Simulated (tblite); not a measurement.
Compound: C5H10N2Si.
SMILES with atom numbers: `[CH2:1]=[CH:2][CH2:3][NH:4][CH2:5][SiH2:6][C:7]#[N:8]` (hydrogens: H9, H10 on C1; H11 on C2; H12, H13 on C3; H14 on N4; H15, H16 on C5; H17, H18 on Si6)

Cartesian coordinates in Å at the GFN2-xTB level; atoms count from 1:
```xyz
18
C5H10N2Si angstrom
C     -2.8214    0.4704   -1.5017
C     -2.2254    0.4275   -0.3257
C     -0.7464    0.5291   -0.1254
N     -0.2870   -0.5382    0.7453
C      1.1417   -0.5227    0.9951
Si     2.3051   -0.8165   -0.5108
C      2.3382    0.7130   -1.5804
N      2.3575    1.6565   -2.2318
H     -2.2624    0.5940   -2.4153
H     -3.8910    0.4003   -1.6024
H     -2.7933    0.3026    0.5859
H     -0.5133    1.4770    0.3761
H     -0.2303    0.5347   -1.1027
H     -0.5681   -1.4356    0.3602
H      1.3766    0.4359    1.4688
H      1.3435   -1.2965    1.7417
H      1.7882   -1.8954   -1.3587
H      3.6788   -1.0297   -0.0593
```

All values are computed: GFN2-xTB (tblite) harmonic vibrations without scaling, gas phase. This tight-binding method is rough: wavenumbers can miss measured ones by several per cent, in bad cases by 10 to 20. Modes of hydrogen on silicon can be 10 to 20 % off. One conformer, not necessarily the lowest.

Harmonic wavenumbers (cm⁻¹): 32.6, 51.2, 68.5, 86.7, 125.8, 239.1, 245.4, 263.8, 331.7, 397.8, 432.5, 508.7, 580.6, 612.1, 627.9, 654.0, 706.1, 746.2, 790.0, 838.8, 900.4, 924.6, 983.1, 1022.2, 1033.2, 1127.9, 1149.2, 1176.1, 1241.5, 1266.4, 1270.2, 1327.9, 1402.8, 1416.1, 1462.6, 1474.4, 1720.4, 2245.6, 2285.5, 2339.5, 2803.7, 2914.7, 2933.3, 2945.5, 3071.1, 3097.3, 3126.7, 3349.1.

A = 2286, B = 962.4, C = 741.4 MHz; mass 126.061 u (most abundant isotopes); point group C1, symmetry number 1.

Task: What is the zero-point energy?

Result: ½Σν̃ = 30175 cm⁻¹ = 86.28 kcal/mol.

Task: What is S at 273.15 K and 1 bar for an ideal gas of classical rigid rotors and harmonic oscillators?

Result: Translation 40.00, rotation 29.41, vibration 31.15: S = 100.6 cal/(mol K).

Task: And Cp and H(273.15 K) − H(0)?

Result: Cp = 36.97 cal/(mol K), of which vibrations give 29.02 (their classical limit is 48 R = 95.4); H(273.15 K) − H(0) = 6.38 kcal/mol without the zero-point energy, 4.20 from vibrations.

Task: Which modes carry the vibrational entropy at 273.15 K?

Result: 32.6 cm⁻¹: 5.49; 51.2 cm⁻¹: 4.60; 68.5 cm⁻¹: 4.02; 86.7 cm⁻¹: 3.56; 125.8 cm⁻¹: 2.84; 239.1 cm⁻¹: 1.66 cal/(mol K); the other 42 give 8.98 together.

Task: How do the functions run with temperature in this model?

Result: 
```tsv
T (K)	S (cal/(mol K))	Cp (cal/(mol K))	H − H(0) (kcal/mol)	G − H(0) (kcal/mol)	ln q(vib)
100	73.4	20.1	1.45	-5.89	2.72
200	90.2	29.7	3.94	-14.11	5.82
300	104.1	39.6	7.40	-23.84	8.69
500	128.5	56.1	17.06	-47.17	14.12
800	158.6	71.9	36.46	-90.38	21.63
1000	175.4	78.8	51.56	-123.81	26.19
```

q(vib) and H(0) count from the zero-point level.

Task: Blend soft modes into free rotors: weight 1/[1 + (100 cm⁻¹/ν̃)⁴] for the oscillator and the rest for a rotor with moment μB/(μ + B), μ = h/(8π²ν), B = 10⁻⁴⁴ kg m². What vibrational entropy results?

Result: 27.28 cal/(mol K) in place of 31.15, which changes −T·S at 273.15 K by +1.06 kcal/mol.

Task: What must be added to the electronic energy to get the Gibbs energy at 273.15 K and 1 bar?

Result: ZPE + [H(273.15 K) − H(0)] − T·S = 86.28 + 6.38 − 27.47 = 65.19 kcal/mol.

Hindered rotation and anharmonicity are outside this model. Other conformers, if any are populated, would add a mixing term that is left out. The structure is chiral; the term R ln 2 for an equal mix with its mirror image is left out.
